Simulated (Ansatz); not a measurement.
Relaxation of CH$_{4}$BFO (8 atoms, charge 0, multiplicity 1), to a largest force component of 0.015 eV/Å in at most 40 steps.

Level of theory: Ansatz, RKS PBE-D4/def2-SVP.

```xyz
8
Properties=species:S:1:pos:R:3:forces:R:3
O 0.194 1.239 -1.200 -2.67 0.49 1.19
B 0.301 0.618 0.079 -0.29 -0.06 -1.93
C -0.092 -0.915 0.220 4.30 0.90 1.14
F 0.250 -1.313 1.529 -0.64 -0.26 -0.11
H -0.776 1.634 -1.215 2.56 -0.83 -0.23
H 0.715 1.246 1.004 0.26 0.34 0.58
H 0.593 -1.514 -0.456 -0.65 0.27 -0.09
H -1.092 -1.052 -0.018 -2.86 -0.85 -0.55
```

Q: Where does it end, and by what steps?

A: The forces met the threshold. The force dipped under the threshold on the way, but the program's further checks kept it going. After 11 steps the energy has fallen by 1.060 eV; H5 moved furthest, 0.76 Å.

| step | energy less start (eV) | largest force component (eV/Å) | accepted |
| --- | --- | --- | --- |
| 0 | 0.0000 | 4.304 | yes |
| 1 | -0.3361 | 1.515 | yes |
| 2 | -0.5580 | 1.634 | yes |
| 3 | -0.7619 | 2.162 | yes |
| 4 | -0.9888 | 0.816 | yes |
| 5 | -1.0487 | 0.276 | yes |
| 6 | -1.0557 | 0.194 | yes |
| 7 | -1.0587 | 0.119 | yes |
| 8 | -1.0595 | 0.121 | yes |
| 9 | -1.0603 | 0.028 | yes |
| 10 | -1.0604 | 0.005 | yes |
| 11 | -1.0605 | 0.008 | yes |

```xyz
8
Properties=species:S:1:pos:R:3
O -0.240 1.077 -1.183
B 0.105 0.597 0.044
C -0.018 -0.963 0.266
F 0.375 -1.359 1.542
H -0.142 2.043 -1.246
H 0.489 1.347 0.929
H 0.594 -1.509 -0.494
H -1.072 -1.291 0.087
```

Whether the end is a true minimum wasn't checked by a vibrational analysis.

Time of the run: 35 s on 1 thread of Intel(R) Xeon(R) Platinum 8259CL CPU @ 2.50GHz (Skylake/Cascade Lake), on a shared host, peak memory 0.16 GiB.
